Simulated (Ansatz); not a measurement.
Single points on Te2Mo⁺.

```yaml
crystal:
  periodic: [false, false, false]
  atoms:
    - {symbol: Mo, position_ang: [0.541043, 0.746931, -0.298776]}
    - {symbol: Te, position_ang: [0.632254, -0.322766, 1.910953]}
    - {symbol: Te, position_ang: [-1.173297, -0.424175, -1.612176]}
basis:
  gaussian: {orbitals: def2-SVP, initial_orbitals: start.molden}
total_charge: 1
magnetization: {spin_polarized: true, initial_magnetization: 1}
hamiltonian: {xc: pbe0, dispersion: d4}
scf: {omitted_lower_state_checks: [starts]}
output: {orbitals: {seedname: orbitals}}
```

The file start.molden holds the orbitals of an earlier run on this structure, at another level or in another basis.

```sh
$ ansatz run in.yaml --threads 4 --pin off --events-out ev --progress --plain --max-ram 3916MiB
```

Shortened log:

```
Functional definition: PBE0
993 factors; integrals over basis functions are off by at most 1.7e-4 eV
mean field evaluation 1: about -16434.8631 eV, gradient 2.0e1 eV
mean field evaluation 2: about -16434.9724 eV, gradient 1.5e-1 eV
mean field evaluation 4: about -16435.0534 eV, gradient 2.8e-3 eV
mean field evaluation 8: about -16435.0534 eV, gradient 4.1e-5 eV
mean field -16435.05337884 eV, -603.9770715932 hartree, gradient 2.1e-6 eV, S^2 1.851455; 0 other end points of the search recorded, 0 dependent functions left out
reference -16435.05340688 eV, -603.9770726235 hartree; 31, 30 occupied and 52, 53 virtual orbitals, 993 factors
Total energy: -16435.17894093 eV, -603.9816859148 hartree
Checks for a lower state left out: starts
```

Hardware: 4 threads of Arm Neoverse V1 on a shared host. Wall time 3 s.

The first input with `gaussian: {orbitals: def2-TZVP, initial_orbitals: start.molden}`, `hamiltonian: {xc: {name: B3LYP}, dispersion: d4}` (abridged; 5.5 s):

```
Functional definition: B3LYP
mean field -16441.30572307 eV, -604.2068410055 hartree, gradient 1.6e-5 eV, S^2 1.435592
Total energy: -16441.55071649 eV, -604.2158443475 hartree
Checks for a lower state left out: starts
```

First input, but with `gaussian: {orbitals: def2-TZVP, initial_orbitals: start.molden}`, `hamiltonian: {xc: {name: r2SCANh}, dispersion: d4}` (abridged; 12 s):

```
Functional definition: r2SCANh
mean field -16441.60838040 eV, -604.2179634573 hartree, gradient 1.2e-5 eV, S^2 1.963290
Total energy: -16441.63887895 eV, -604.2190842582 hartree
Checks for a lower state left out: starts
```

First input, but with `gaussian: {orbitals: def2-TZVP, initial_orbitals: start.molden}`, `hamiltonian: {xc: {name: CAM-B3LYP}, dispersion: d4}` (abridged; 12 s):

```
Functional definition: CAM-B3LYP
mean field -16433.78984128 eV, -603.9306374441 hartree, gradient 9.5e-6 eV, S^2 2.013312
Total energy: -16433.92710034 eV, -603.9356816215 hartree
Checks for a lower state left out: starts
```

As the first input, with `correlation: {method: ccsd_t}`, `scf: {omitted_lower_state_checks: [starts, cluster_reference]}` and without the key `hamiltonian` (abridged; 11 s):

```
Functional definition: HF
mean field -16363.05479549 eV, -601.3311724575 hartree, gradient 2.8e-6 eV, S^2 3.660439
8 core orbitals not correlated: weight in the atoms' cores, before any rotation towards them, 1.000 or more for the frozen orbitals, at most 0.000 for the correlated occupied ones
second order -11.87659033 eV of doubles, -0.00000000 eV of singles
cycle   1  -11.81969986 eV  change    5.7e-2 eV  update   1.7e-1
cycle   2  -12.37859207 eV  change   -5.6e-1 eV  update   7.5e-2
cycle   3  -12.71012160 eV  change   -3.3e-1 eV  update   7.5e-2
cycle   4  -12.91145940 eV  change   -2.0e-1 eV  update   4.5e-2
cycle   5  -13.01567215 eV  change   -1.0e-1 eV  update   2.3e-2
cycle   6  -13.06005790 eV  change   -4.4e-2 eV  update   1.2e-2
cycle   7  -13.08017555 eV  change   -2.0e-2 eV  update   6.8e-3
cycle   8  -13.08945062 eV  change   -9.3e-3 eV  update   4.0e-3
cycle   9  -13.09229488 eV  change   -2.8e-3 eV  update   2.2e-3
cycle  10  -13.09300456 eV  change   -7.1e-4 eV  update   1.2e-3
cycle  11  -13.09417057 eV  change   -1.2e-3 eV  update   6.1e-4
cycle  12  -13.09442926 eV  change   -2.6e-4 eV  update   3.4e-4
cycle  13  -13.09442733 eV  change    1.9e-6 eV  update   1.9e-4
cycle  14  -13.09443976 eV  change   -1.2e-5 eV  update   9.6e-5
cycle  15  -13.09438867 eV  change    5.1e-5 eV  update   4.5e-5
perturbative correction -0.76238534 eV, -0.0280171444 hartree
WARN: the results are in doubt because among natural orbitals full CI differs from the method by -0.096 eV
Total energy: -16376.91156950 eV, -601.8403995097 hartree
In doubt: among natural orbitals full CI differs from the method by -0.096 eV
Checks for a lower state left out: starts, cluster_reference
```

As the first input, with `gaussian: {orbitals: def2-TZVP, initial_orbitals: start.molden}` (abridged; 6.5 s):

```
Functional definition: PBE0
mean field -16436.21482420 eV, -604.0197539230 hartree, gradient 1.5e-5 eV, S^2 1.883146
Total energy: -16436.34038797 eV, -604.0243683064 hartree
Checks for a lower state left out: starts
```

Geometry: PBE0-D4/def2-TZVP.

In the def2 sets Mo, Te take a core potential; there is no spin–orbit coupling. B3LYP takes the VWN-RPA correlation. Correlated methods freeze 8 core orbitals; core or outer-core shells of Mo, Te are correlated, in sets that lack core-valence functions. At PBE0-D4/def2-SVP, B3LYP-D4/def2-TZVP, r2SCANh-D4/def2-TZVP, CAM-B3LYP-D4/def2-TZVP and others the charge 1 doublet is spin-contaminated (final ⟨S²⟩ up to 3.66, 0.75 for a pure state). At CCSD(T)/def2-SVP the program marks the result for the charge 1 doublet as doubtful (large difference). At CCSD(T)/def2-SVP T1 of the charge 1 doublet is large (up to 0.061), so the single-reference result is doubtful. The geometry of the doublet was relaxed on an unsound state (⟨S²⟩ 1.88, where a pure state has 0.75). The structure comes from a short search, and lower isomers may exist.
